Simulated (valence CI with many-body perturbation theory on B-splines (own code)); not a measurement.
## Level structure of Ir²⁶⁺

Method: valence CI with perturbative core correlation (CI+MBPT): five valence electrons over a frozen Dirac-Fock core [Kr] 4d10, a basis of 7 s, 7 p, 7 d, 7 f, 4 g, 2 h functions for each j, with the one-electron correlation potential Σ1, the two-electron term Σ2, the three-electron term Σ3, Breit, model QED; selected CI, second order for the rest, scaled by the run's own slope (own B-spline code, finite nucleus).

No measured spectrum was set against this ion. As an estimate, large intervals hold to a few tenths of a per cent, small ones and those within an open d or f shell to about a per cent. Among the levels kept, up to 980 cm⁻¹ of a level comes from second order outside the variational space, and about a tenth of that is noise between levels of different J, which matters for small intervals. Only levels of the ground parity were solved; by the run's estimate the other parity begins above the list, which can be wrong where configurations are misplaced.

Levels 46 to 90 of 194, with energies above the lowest level, (4f5/2^5) J=5/2. "Leading %" is the weight of the configuration and term that name the level; weights of strongly mixed levels are sums over their largest components and can fall short. In the jj column 3d3/2^4 stands for four electrons in 3d with j = 3/2. Lifetimes count E1, E2, E3, M1 and M2 decay at the calculated energies, and are blank where another channel may lead or the interval is too uncertain; long ones can be off by a factor of two.

| No. | Configuration | Term | J | E (eV) | Leading % | Second component | Lifetime | Leading jj |
| --- | --- | --- | --- | --- | --- | --- | --- | --- |
| 46 | 4f5 | 2H° | 11/2 | 13.900 | 24 | 20 % 4f5 2I° | 838 μs | 4f5/2^3 4f7/2^2 (43 %) |
| 47 | 4f5 | 2P° | 3/2 | 14.200 | 35 | 22 % 4f5 4P° | 1.37 ms | 4f5/2^3 4f7/2^2 (64 %) |
| 48 | 4f5 | 4G° | 11/2 | 14.337 | 40 | 30 % 4f5 2H° | 870 μs | 4f5/2^2 4f7/2^3 (36 %) |
| 49 | 4f5 | 6P° | 7/2 | 14.348 | 48 | 27 % 4f5 4D° | 4.36 ms | 4f5/2^3 4f7/2^2 (45 %) |
| 50 | 4f5 | 4F° | 9/2 | 14.380 | 48 | 20 % 4f5 4H° | 1.73 ms | 4f5/2^3 4f7/2^2 (62 %) |
| 51 | 4f5 | 4K° | 15/2 | 14.650 | 55 | 26 % 4f5 4L° | 1.41 ms | 4f5/2^2 4f7/2^3 (94 %) |
| 52 | 4f5 | 4M° | 19/2 | 14.781 | 34 | 31 % 4f5 2M° | 2.14 ms | 4f5/2^2 4f7/2^3 (80 %) |
| 53 | 4f5 | 4I° | 15/2 | 14.787 | 38 | 36 % 4f5 2K° | 2.95 ms | 4f5/2^3 4f7/2^2 (77 %) |
| 54 | 4f5 | 4P° | 1/2 | 14.853 | 70 | 23 % 4f5 4D° | 574 μs | 4f5/2^2 4f7/2^3 (83 %) |
| 55 | 4f5 | 4G° | 9/2 | 14.913 | 48 | 20 % 4f5 4I° | 568 μs | 4f5/2^3 4f7/2^2 (50 %) |
| 56 | 4f5 | 4G° | 5/2 | 14.957 | 23 | 22 % 4f5 4F° | 864 μs | 4f5/2^3 4f7/2^2 (49 %) |
| 57 | 4f5 | 2D° | 3/2 | 15.008 | 31 | 27 % 4f5 4F° | 1.16 ms | 4f5/2^3 4f7/2^2 (37 %) |
| 58 | 4f5 | 4F° | 5/2 | 15.282 | 24 | 21 % 4f5 4G° | 930 μs | 4f5/2^3 4f7/2^2 (45 %) |
| 59 | 4f5 | 4I° | 11/2 | 15.583 | 52 | 22 % 4f5 2H° | 1.47 ms | 4f5/2^3 4f7/2^2 (51 %) |
| 60 | 4f5 | 2N° | 19/2 | 15.593 | 62 | 35 % 4f5 4L° | 970 μs | 4f5/2^2 4f7/2^3 (87 %) |
| 61 | 4f5 | 4F° | 9/2 | 15.635 | 38 | 29 % 4f5 2G° | 812 μs | 4f5/2^2 4f7/2^3 (55 %) |
| 62 | 4f5 | 2O° | 21/2 | 15.763 | 52 | 36 % 4f5 4M° | 1.44 ms | 4f5/2^2 4f7/2^3 (62 %) |
| 63 | 4f5 | 4F° | 7/2 | 16.089 | 46 | 22 % 4f5 4D° | 1.23 ms | 4f5/2^2 4f7/2^3 (67 %) |
| 64 | 4f5 | 2H° | 9/2 | 16.196 | 37 | 24 % 4f5 4H° | 780 μs | 4f5/2^2 4f7/2^3 (51 %) |
| 65 | 4f5 | 4H° | 13/2 | 16.299 | 39 | 30 % 4f5 2K° | 1.02 ms | 4f5/2^2 4f7/2^3 (56 %) |
| 66 | 4f5 | 2M° | 17/2 | 16.302 | 60 | 23 % 4f5 4L° | 1.40 ms | 4f5/2^2 4f7/2^3 (85 %) |
| 67 | 4f5 | 4I° | 15/2 | 16.587 | 38 | 30 % 4f5 2L° | 385 μs | 4f5/2 4f7/2^4 (51 %) |
| 68 | 4f5 | 2F° | 5/2 | 16.681 | 24 | 21 % 4f5 2D° | 665 μs | 4f5/2^3 4f7/2^2 (40 %) |
| 69 | 4f5 | 4G° | 11/2 | 16.685 | 29 | 21 % 4f5 2I° | 877 μs | 4f5/2^3 4f7/2^2 (44 %) |
| 70 | 4f5 | 4I° | 13/2 | 16.705 | 29 | 28 % 4f5 2K° | 1.47 ms | 4f5/2^2 4f7/2^3 (43 %) |
| 71 | 4f5 | 4P° | 5/2 | 16.936 | 43 | 18 % 4f5 4F° | 763 μs | 4f5/2^2 4f7/2^3 (73 %) |
| 72 | 4f5 | 4G° | 7/2 | 16.996 | 40 | 24 % 4f5 4F° | 1.07 ms | 4f5/2^3 4f7/2^2 (51 %) |
| 73 | 4f5 | 4K° | 11/2 | 17.329 | 24 | 22 % 4f5 4G° | 821 μs | 4f5/2^3 4f7/2^2 (50 %) |
| 74 | 4f5 | 2K° | 13/2 | 17.365 | 33 | 26 % 4f5 4I° | 556 μs | 4f5/2 4f7/2^4 (40 %) |
| 75 | 4f5 | 4H° | 7/2 | 17.444 | 51 | 21 % 4f5 2G° | 462 μs | 4f5/2^3 4f7/2^2 (46 %) |
| 76 | 4f5 | 4F° | 3/2 | 17.714 | 31 | 22 % 4f5 4P° | 834 μs | 4f5/2^2 4f7/2^3 (59 %) |
| 77 | 4f5 | 2I° | 11/2 | 17.869 | 34 | 28 % 4f5 4H° | 966 μs | 4f5/2^2 4f7/2^3 (53 %) |
| 78 | 4f5 | 4P° | 1/2 | 18.250 | 40 | 35 % 4f5 4D° | 512 μs | 4f5/2^3 4f7/2^2 (55 %) |
| 79 | 4f5 | 4G° | 9/2 | 18.268 | 46 | 18 % 4f5 4I° | 724 μs | 4f5/2^2 4f7/2^3 (55 %) |
| 80 | 4f5 | 2O° | 23/2 | 18.318 | 100 |  | 3.90 ms | 4f5/2^2 4f7/2^3 (100 %) |
| 81 | 4f5 | 2F° | 7/2 | 18.353 | 49 | 37 % 4f5 2G° | 778 μs | 4f5/2^2 4f7/2^3 (77 %) |
| 82 | 4f5 | 2L° | 17/2 | 18.419 | 44 | 34 % 4f5 4K° | 935 μs | 4f5/2 4f7/2^4 (72 %) |
| 83 | 4f5 | 2L° | 15/2 | 18.447 | 46 | 43 % 4f5 4I° | 936 μs | 4f5/2^2 4f7/2^3 (72 %) |
| 84 | 4f5 | 2D° | 3/2 | 18.606 | 51 | 27 % 4f5 4P° | 529 μs | 4f5/2^2 4f7/2^3 (66 %) |
| 85 | 4f5 | 4I° | 13/2 | 18.630 | 43 | 25 % 4f5 2K° | 635 μs | 4f5/2^2 4f7/2^3 (66 %) |
| 86 | 4f5 | 2H° | 11/2 | 18.894 | 40 | 29 % 4f5 4G° | 727 μs | 4f5/2^2 4f7/2^3 (60 %) |
| 87 | 4f5 | 2H° | 9/2 | 19.052 | 32 | 24 % 4f5 2G° | 1.03 ms | 4f5/2^2 4f7/2^3 (48 %) |
| 88 | 4f5 | 2F° | 7/2 | 19.078 | 46 | 22 % 4f5 2G° | 979 μs | 4f5/2^2 4f7/2^3 (73 %) |
| 89 | 4f5 | 4G° | 5/2 | 19.153 | 39 | 23 % 4f5 4P° | 427 μs | 4f5/2^2 4f7/2^3 (57 %) |
| 90 | 4f5 | 4P° | 1/2 | 19.671 | 46 | 36 % 4f5 4D° | 440 μs | 4f5/2 4f7/2^4 (45 %) |

Where two levels of one J and parity lie close, their mixing, g and order are uncertain.
